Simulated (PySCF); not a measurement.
## Stationary points of CrNF3

These are results of PBE0 in PySCF with Cr def2-SVP, N def2-SVP, F def2-SVP; no relativity; density-fitted integrals, not measurements.

Relaxations began from a few typed shapes. The search is not exhaustive: other isomers or separated fragments can lie lower, and high-lying points may rest on an excited occupation.

| spin | group | bonds | angles | imaginary modes (cm⁻¹) | ΔE (kJ/mol) | ΔE with ZPE (kJ/mol) |
| --- | --- | --- | --- | --- | --- | --- |
| singlet | C3v | Cr–F 1.689 Å (×3), Cr–N 1.478 Å | F–Cr–F 112.6° (×3), F–Cr–N 106.1° (×3) | none | 0.0 | 0.0 |
| singlet | C2v | Cr–F 1.713 Å (×2), Cr–F 1.861 Å, Cr–N 1.482 Å | F–Cr–F 83.3° (×2), F–Cr–F 166.7°, F–Cr–N 96.7° (×2), F–Cr–N 180.0° | 331i, 131i | 381.4 | – |

The lowest minimum found is the singlet C3v: Cr–F 1.689 Å (×3), Cr–N 1.478 Å; F–Cr–F 112.6° (×3), F–Cr–N 106.1° (×3).

Formally Cr is in oxidation state +6, d0. The polar-tensor charge on Cr, 1.87, is far below the formal one.

For the lowest minimum: stability towards spin polarisation was not tested.
